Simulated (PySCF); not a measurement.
# SbSBr3: adding exact exchange

Base calculation in PySCF with density fitting and no spin–orbit coupling, PBE/def2-SVP (scalar-relativistic core potentials): singlet, C3v, Sb–Br 2.526 Å (×3), Sb–S 2.236 Å; Br–Sb–Br 100.7° (×3), Br–Sb–S 117.2° (×3); wavenumbers 67 (×2), 94, 106 (×2), 224, 248 (×2), 470 cm⁻¹; dipole moment 1.01 D, gap between the highest occupied and lowest empty levels 1.60 eV, polar-tensor charge of Sb 1.80 e, atomisation energy (no zero-point energy) 1030 kJ/mol.

What changes on going to PBE0/def2-SVP (scalar-relativistic core potentials)?

The point group stays the same. Changes: mean bond to Sb -0.034 Å, smallest bond angle -0.1 degrees, highest wavenumber +21 cm⁻¹, lowest wavenumber +6 cm⁻¹, dipole moment +0.30 D, gap between the highest occupied and lowest empty levels +2.04 eV, polar-tensor charge of Sb +0.14 e, atomisation energy (no zero-point energy) -74 kJ/mol. The new structure has Sb–Br 2.489 Å (×3), Sb–S 2.213 Å; Br–Sb–Br 100.6° (×3), Br–Sb–S 117.3° (×3), with wavenumbers 73 (×2), 101, 113 (×2), 242, 267 (×2), 491 cm⁻¹. Exact exchange shortens and stiffens the bonds and opens the gap, the usual pattern.

The structures come from searches over a few start shapes, so lower isomers are not excluded.
